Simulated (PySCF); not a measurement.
BaCl (SMILES [Cl][Ba]), doublet, geometry from GFN2-xTB (such geometries of metal compounds can be far from the true shape) (the spin is typed, not shown lowest) (core potentials on Ba); X3LYP/def2-SVP (PySCF).

The PySCF input:
```python
from pyscf import gto, scf, dft

mol = gto.Mole()
mol.atom = '''
    Ba   -0.00000000   -0.00000000   -0.58554041
    Cl    0.00000000    0.00000000    1.92883900
'''
mol.basis = 'def2-svp'
mol.ecp = {'Ba': 'def2-svp'}
mol.spin = 1
mol.verbose = 4
mol.build()

mf = dft.UKS(mol)
mf.xc = 'x3lyp'
mf.kernel()
```

Output, abridged:

```
PySCF version 2.14.0

[INPUT] verbose = 4
[INPUT] num. atoms = 2
[INPUT] num. electrons = 27
[INPUT] charge = 0
[INPUT] spin (= nelec alpha-beta = 2S) = 1
[INPUT] symmetry False subgroup None
[INPUT] Mole.unit = angstrom
[INPUT] Symbol           X                Y                Z      unit          X                Y                Z       unit  Magmom
[INPUT]  1 Ba     0.000000000000   0.000000000000  -0.585540410000 AA    0.000000000000   0.000000000000  -1.106511009766 Bohr   0.0
[INPUT]  2 Cl     0.000000000000   0.000000000000   1.928839000000 AA    0.000000000000   0.000000000000   3.644977448380 Bohr   0.0

nuclear repulsion = 35.7782622219294
number of shells = 17
number of NR pGTOs = 85
number of NR cGTOs = 41
basis = def2-svp
ecp = {'Ba': 'def2-svp'}

******** <class 'pyscf.dft.uks.UKS'> ********
method = UKS
initial guess = minao
damping factor = 0
level_shift factor = 0
DIIS = <class 'pyscf.scf.diis.CDIIS'>
diis_start_cycle = 1
diis_space = 8
diis_damp = 0
SCF conv_tol = 1e-09
SCF conv_tol_grad = None
SCF max_cycles = 50
direct_scf = True
direct_scf_tol = 1e-13
number electrons alpha = 14  beta = 13
XC library pyscf.dft.libxc version 7.1.2
    S. Lehtola, C. Steigemann, M. J. T. Oliveira, and M. A. L. Marques,  SoftwareX 7, 1–5 (2018)
XC functionals = x3lyp
    X. Xu and W. A. Goddard,  Proc. Natl. Acad. Sci. U. S. A. 101, 2673 (2004)
radial grids:
    Treutler-Ahlrichs [JCP 102, 346 (1995); DOI:10.1063/1.469408] (M4) radial grids

becke partition: Becke, JCP 88, 2547 (1988); DOI:10.1063/1.454033
pruning grids: <function nwchem_prune>
grids dens level: 3
symmetrized grids: False
atomic radii adjust function: <function treutler_atomic_radii_adjust>
small_rho_cutoff = 0
Set gradient conv threshold to 3.16228e-05
tot grids = 42808
init E= -475.530211559287

cycle= 1 E= -485.469010018133  delta_E= -9.94  |g|= 0.279  |ddm|= 2.09
cycle= 2 E= -485.467880586486  delta_E= 0.00113  |g|= 0.298  |ddm|=  1.3
cycle= 3 E= -485.519950559073  delta_E= -0.0521  |g|= 0.0544  |ddm|= 0.477
cycle= 4 E= -485.522173850413  delta_E= -0.00222  |g|= 0.0111  |ddm|= 0.113
cycle= 5 E= -485.522276383193  delta_E= -0.000103  |g|= 0.00201  |ddm|= 0.0314
cycle= 6 E= -485.52228719304  delta_E= -1.08e-05  |g|= 0.000487  |ddm|= 0.0149
cycle= 7 E= -485.522288909614  delta_E= -1.72e-06  |g|= 0.000197  |ddm|= 0.00659
cycle= 8 E= -485.522289073086  delta_E= -1.63e-07  |g|= 2.48e-05  |ddm|= 0.00233
cycle= 9 E= -485.522289075578  delta_E= -2.49e-09  |g|= 3.72e-06  |ddm|= 0.000345
cycle= 10 E= -485.522289075625  delta_E= -4.65e-11  |g|= 1.45e-07  |ddm|= 4.36e-05
Extra cycle  E= -485.522289075625  delta_E= -2.27e-13  |g|= 5.53e-08  |ddm|= 6.9e-07
converged SCF energy = -485.522289075625  <S^2> = 0.75007969  2S+1 = 2.0000797
```
